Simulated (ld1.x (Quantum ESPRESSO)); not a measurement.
Reading a pseudo-wave (B)

Columns: radius, all-electron u(r) and pseudo u(r) of the 2p shell (level -3.84 eV) of boron in the configuration [He] 2s1.75 2p1.25; LDA (PZ), scalar-relativistic, TM scheme, ld1.x (Quantum ESPRESSO) 7.5.

```csv
r (bohr),all-electron,pseudo
0.158,0.0605,0.0198
0.315,0.1734,0.0763
0.473,0.2903,0.1629
0.630,0.3918,0.2678
0.788,0.4743,0.3791
0.945,0.5364,0.4826
1.102,0.5804,0.5683
1.260,0.6085,0.6301
1.418,0.6231,0.6653
1.575,0.6267,0.6763
1.732,0.6217,0.6684
1.890,0.6100,0.6476
2.047,0.5934,0.6197
2.205,0.5731,0.5889
2.362,0.5504,0.5584
2.520,0.5258,0.5290
2.678,0.5003,0.5012
2.835,0.4745,0.4746
2.992,0.4487,0.4487
3.150,0.4230,0.4230
3.308,0.3978,0.3978
3.465,0.3735,0.3735
3.622,0.3500,0.3500
3.780,0.3273,0.3273
3.938,0.3057,0.3057
4.095,0.2852,0.2852
```

(1) How many radial nodes do the two functions have?

(2) At about which radius was the pseudo-wave matched?

(3) Is the pseudo-wave norm-conserving?

## Answers

(1) The all-electron 2p function has n − l − 1 = 0; the pseudo-wave has 0.

(2) 3.15 bohr. The columns agree to 0.0005 from 2.83 bohr on; several derivatives are matched, so the curves merge somewhat inside the radius.

(3) Yes: the TM scheme keeps the norm inside the radius equal to the all-electron one, which fixes the energy derivative of the logarithmic derivative at the level.
